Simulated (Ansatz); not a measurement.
Mulliken charges of C3H4ClIn, SMILES `ClC1=[CH][InH][CH2]1` from ωB97M-V/def2-TZVPP in Ansatz (PBE0-D4/def2-TZVP geometry).

```
atom   x (Å)   y (Å)   z (Å)  charge (e)
 Cl1   1.388  -1.754   1.378      -0.095
  C2   0.599  -0.525   0.413       0.106
  C3   1.263   0.405  -0.289      -0.383
 In4  -0.600   1.213  -0.958       0.539
  C5  -0.900  -0.514   0.372      -0.482
  H6   2.343   0.480  -0.323       0.100
  H7  -1.324   2.418  -1.909      -0.044
  H8  -1.326  -1.427  -0.050       0.129
  H9  -1.355  -0.342   1.350       0.129
```

Question: By hand: the dipole of these point charges (1 e Å = 4.8032 D).

Answer: Σ q r = (-0.495, 0.571, -0.453) e Å, of length 0.881 e Å = 4.23 D.

Question: How does the dipole of the full density compare? (Best estimate.)

Answer: The calculation gave: (-0.316, 0.372, -0.294) e Å, 2.74 D; the point charges give 1.54 times that, at 1° from its direction.

Point charges leave out the atoms' own dipoles, such as those of lone pairs, and Mulliken's split depends on the basis, so the two needn't agree.
